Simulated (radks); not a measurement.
The oxygen ion O0.75+, 7.25 electrons, occupied as 1s(up 1, down 0.25) 2s2 2p4 (fractional occupations, a model configuration).

All-electron calculation, scalar-relativistic Kohn-Sham, PBE, spin-polarised, spherical densities, finite nucleus; open shells are filled with parallel spins first; Fermi nuclear charge, rms radius 2.6991 fm. Program: a radial shooting solver on a logarithmic mesh with Libxc functionals.

Energy parts (hartree):
part                      energy
total                  -60.24261
kinetic                 60.13775
electron-nucleus      -142.73132
Hartree                 29.34557
exchange-correlation    -6.99461

Orbitals (lengths in bohr, moments of r in powers of bohr; r(max) is where P^2 peaks; r(90%) holds 90 % of the orbital's charge):
| orbital | occ. | eigenvalue (hartree) | r(90%) | r(max) | <r^2> |
|---|---|---|---|---|---|
| 1s up | 1 | -21.48097 | 0.345 | 0.1262 | 0.05010 |
| 1s down | 0.25 | -20.55430 | 0.349 | 0.1273 | 0.05146 |
| 2s up | 1 | -1.47248 | 1.63 | 0.8057 | 1.272 |
| 2s down | 1 | -1.30690 | 1.71 | 0.8274 | 1.380 |
| 2p up | 3 | -0.92024 | 1.72 | 0.7015 | 1.310 |
| 2p down | 1 | -0.75200 | 1.88 | 0.7375 | 1.542 |

The highest occupied level is 2p down at -20.463 eV. The electron density at the nucleus is 221.4 e/bohr^3 (large components only). The spin density at the nucleus is 123.0 e/bohr^3 (1s 122.2, 2s 0.8). The density falls to 0.001 e/bohr^3 at r = 2.86 bohr. Summed over all electrons, <r^2> = 8.187 bohr^2, which gives a Langevin (diamagnetic) susceptibility term of -6.48 x 10^-6 cm^3/mol. Spin moment in Bohr magnetons: 2.75.
